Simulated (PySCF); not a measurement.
Complex: H2O (SMILES O) (first 3 atoms) with CH2O2 (SMILES O=CO); geometry from B3LYP-D3(BJ)/def2-TZVP, rigid monomers moved along the line of their centres of mass till O1···H8 is 2.39 Å.
(charge 0, multiplicity 1):
```xyz
8

O      0.687     0.145     0.208
H      0.358    -0.318    -0.570
H     -0.075     0.599     0.611
O     -1.096     0.643     3.111
C     -0.442    -0.092     3.816
O      0.597    -0.817     3.430
H     -0.649    -0.240     4.883
H      0.752    -0.657     2.462
```

Monomers are frozen at their geometry in the pair; levels with a basis set take the counterpoise correction. Rows marked so take none.

Rows in 3-21G, 6-31G* carry no dispersion term and start afresh at each structure (6-31G* with six Cartesian d functions).

Run with PySCF for 3-21G rows, 6-31G* rows. 

**Question.** One of these levels gives -10.86 kcal/mol for the interaction energy. Which one is it?
(A) BP86/6-31G* (no counterpoise)
(B) B3LYP/6-31G*
(C) HF/3-21G (no counterpoise)

**Answer.** C, HF/3-21G (no counterpoise). The others give -8.71 (BP86/6-31G* (no counterpoise)), -6.78 (B3LYP/6-31G*)
